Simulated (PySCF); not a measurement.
C6H5P.
SMILES with atom numbers: `[CH:1]#[C:2][c:3]1[cH:4][cH:5][pH:6][cH:7]1` (hydrogens: H8 on C1; H9 on C4; H10 on C5; H11 on P6; H12 on C7)

Computed by this run: CAM-B3LYP/def2-SV(P) geometry optimisation, gas phase (PySCF); density fitting, grid level 1; the optimiser is geomeTRIC in internal coordinates, started from a GFN2-xTB structure.

Geometry at step 0:
```
atom  x, y, z in Å
C1      2.9999   -0.2858   -0.1359
C2      1.8114   -0.1625   -0.0125
C3      0.4148   -0.0271    0.1191
C4     -0.5068   -0.8062   -0.6826
C5     -1.7996   -0.5258   -0.4469
P6     -1.9843    0.6210    0.9341
C7     -0.2011    0.8447    0.9586
H8      4.0388   -0.3903   -0.2377
H9     -0.1501   -1.5203   -1.4079
H10    -2.6359   -0.9981   -0.9336
H11    -2.2942    1.7503    0.1742
H12     0.3083    1.4994    1.6451
```

Problem. What forces act on the atoms?

Solution. 
```csv
atom,Fx (eV/Å),Fy (eV/Å),Fz (eV/Å)
C1,-0.307,0.025,0.025
C2,0.214,-0.015,0.054
C3,-0.297,0.411,0.321
C4,-0.387,0.021,-0.039
C5,-0.067,-0.022,0.184
P6,0.095,-0.439,0.230
C7,-0.124,-0.203,0.024
H8,1.089,-0.110,-0.113
H9,0.143,-0.383,-0.353
H10,-0.390,-0.285,-0.335
H11,-0.325,0.675,-0.265
H12,0.356,0.326,0.267
```

The largest, 1.10 eV/Å, acts on H8; the rms over all components is 0.324 eV/Å. The forces sum to zero within rounding, as they must for an isolated molecule in no field.

Problem. Give the force on H8 in Eh/bohr and in nN.

Solution. 1.101 eV/Å ÷ 51.422 = 0.02141 Eh/bohr, and 1.101 eV/Å × 1.602 = 1.76 nN.

Problem. How far is this geometry from the end of the optimisation?

Solution. 0.083 eV above it, and 0.060 Å rms away after alignment. The bonds farthest from their final lengths, with half the difference of the two atoms' forces along the bond (positive lengthens):

```csv
bond,now (Å),final (Å),force along bond (eV/Å)
P6–H11,1.396,1.427,+0.63
C1–H8,1.049,1.075,+0.70
C2–C3,1.409,1.432,+0.29
C3–C4,1.449,1.469,+0.23
C5–H10,1.077,1.092,+0.30
C4–H9,1.078,1.093,+0.33
```

The angle farthest from its final value is C5–P6–H11, 96.9° against 101.1°.

Of the 6 listed bonds off by 0.010 Å or more, this force points towards the final length in 6.

The cost below is that of the whole optimisation. Hardware: one thread, AMD EPYC (x86_64), shared host with 64 logical CPUs at a one-minute load of 60. Cost: 81 s wall, 0.54 GiB resident at most.
